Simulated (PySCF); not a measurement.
PySCF was given this input:
```python
from pyscf import gto, scf, dft

mol = gto.M(
    atom='''
Sb    0.00000000    0.00000000    0.00000000
''',
    basis='def2-svp',
    ecp={'Sb': 'def2-svp'},
    charge=1,
    spin=2,
    verbose=4,
)

mf = dft.UKS(mol)
mf.xc = 'mn15'
mf.kernel()
```

**Question.** Predict the total energy from MN15/def2-SVP (PySCF).

**Answer.** -239.3267 Eh

**Question.** Give the number of basis functions at the level MN15/def2-SVP.

**Answer.** 26

These values belong to the state on which the SCF converged, which isn't shown to be the lowest.
